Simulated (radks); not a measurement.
Radial electron density D(r) = 4 pi r^2 rho(r) of an atom or ion with 29.5 electrons. Calculated with a radial shooting solver on a logarithmic mesh with Libxc functionals: non-relativistic Kohn-Sham, PBE, spin-polarised, spherical densities, point nucleus.

r (bohr)  D(r) (e/bohr)    spin D(r)
0.001917         0.7604    -3.21e-07
0.002517          1.264    -5.37e-07
0.003277          2.047    -8.78e-07
0.004301          3.317  -0.00000145
0.005646          5.272  -0.00000237
0.007411          8.171  -0.00000387
0.009727          12.26  -0.00000637
0.01267           17.43   -0.0000105
0.01663           23.73   -0.0000180
0.02182           30.08   -0.0000315
0.02864           34.85   -0.0000533
0.0373            36.27   -0.0000709
0.04896           33.94   0.00000295
0.06426           30.10     0.000571
0.08435           29.46      0.00307
0.1107            34.64       0.0117
0.1442            40.92       0.0355
0.1892            39.82       0.0932
0.2484            29.30        0.205
0.326             20.14        0.370
0.4245            20.83        0.533
0.5572            24.47        0.604
0.7314            20.94        0.521
0.96              12.31        0.345
1.26              5.627        0.178
1.641             2.680       0.0730
2.154             1.488       0.0198
2.827            0.7797      0.00106
3.711            0.2899     -0.00188
4.832           0.06816    -0.000888
6.342          0.007739    -0.000159
8.324         0.0003530   -0.0000103

What is the nuclear charge?

Answer. Z = 30. The innermost maximum, from 1s, lies near 1/Z = 0.0333 bohr (found: 0.0361), and its height grows with Z. The density is that of the zinc ion Zn0.5+ in [Ar] 4s2 3d(up 5, down 4.5); the configuration itself is not fixed sharply by these data, and Z only to about a unit. D(r) has 3 maxima, at r = 0.0361, 0.161, 0.571 bohr, and minima at 0.0766, 0.362 bohr, inside which lie 2.11, 10.92 electrons.
